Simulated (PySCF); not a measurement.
AsGaH4.

```xyz
6

Ga    -1.2218     0.0053     0.0000
As     1.1901    -0.0621     0.0000
H      1.2947     0.9720     1.1098
H      1.2947     0.9720    -1.1098
H     -1.9927    -0.0304    -1.3671
H     -1.9927    -0.0304     1.3671
```

Coordinates come from a PBE0-D3(BJ)/def2-TZVP optimisation.

The numbers are results of KT2/pcSseg-2 (PySCF), not measurements. Non-relativistic, no solvent.

Computed absolute GIAO shielding of each atom: isotropic value and principal components (ppm):
```json
[
 {"atom": "Ga1", "σ(iso)": "985.9", "σ11": "488.9", "σ22": "993.2", "σ33": "1475.6", "span": "986.7"},
 {"atom": "As2", "σ(iso)": "1848.1", "σ11": "1702.4", "σ22": "1822.8", "σ33": "2019.0", "span": "316.6"},
 {"atom": "H3", "σ(iso)": "28.8", "σ11": "22.1", "σ22": "23.9", "σ33": "40.4", "span": "18.4"},
 {"atom": "H4", "σ(iso)": "28.8", "σ11": "22.1", "σ22": "23.9", "σ33": "40.4", "span": "18.4"},
 {"atom": "H5", "σ(iso)": "23.6", "σ11": "18.1", "σ22": "20.7", "σ33": "31.9", "span": "13.8"},
 {"atom": "H6", "σ(iso)": "23.6", "σ11": "18.1", "σ22": "20.7", "σ33": "31.9", "span": "13.8"}
]
```
